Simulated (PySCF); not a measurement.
C₃H₉Si, charge +1, multiplicity 1.

```xyz
13

C     -0.4524     1.7544     0.2576
Si    -0.0002     0.0002    -0.0001
C      1.7363    -0.5372     0.2099
C     -1.2837    -1.2173    -0.4675
H      0.1564     2.3933    -0.4076
H     -0.1887     2.0504     1.2897
H     -1.5188     1.9568     0.0837
H      2.0936    -0.9952    -0.7306
H      1.7836    -1.3344     0.9742
H      2.4117     0.2819     0.4949
H     -1.7576    -0.9024    -1.4153
H     -0.8910    -2.2380    -0.5794
H     -2.0876    -1.2142     0.2910
```
Charge +1, spin multiplicity 1.

Geometry: ωB97X-D3(BJ)/def2-SVP. The multiplicity is an assumed one; no other spin state was optimised. The isomer is the one that the SMILES or the coordinates give; other isomers of the formula were not compared.

Method: PBE0/pcSseg-1 (PySCF). Non-relativistic, no solvent.

Computed absolute GIAO shielding of each atom: isotropic value and principal components (ppm):
| atom | σ(iso) | σ11 | σ22 | σ33 | span |
|---|---|---|---|---|---|
| C1 | 169.5 | 139.1 | 180.5 | 189.1 | 50.0 |
| Si2 | -54.8 | -216.7 | -216.5 | 268.8 | 485.5 |
| C3 | 169.5 | 139.1 | 180.4 | 189.1 | 50.0 |
| C4 | 169.5 | 139.1 | 180.5 | 189.1 | 50.0 |
| H5 | 29.2 | 25.3 | 26.5 | 35.7 | 10.4 |
| H6 | 29.2 | 25.4 | 26.5 | 35.8 | 10.4 |
| H7 | 28.9 | 24.6 | 27.1 | 35.0 | 10.4 |
| H8 | 29.2 | 25.4 | 26.5 | 35.7 | 10.4 |
| H9 | 29.2 | 25.3 | 26.5 | 35.7 | 10.4 |
| H10 | 28.9 | 24.6 | 27.1 | 35.0 | 10.4 |
| H11 | 29.2 | 25.4 | 26.5 | 35.8 | 10.4 |
| H12 | 28.9 | 24.6 | 27.2 | 35.0 | 10.4 |
| H13 | 29.2 | 25.3 | 26.5 | 35.7 | 10.4 |
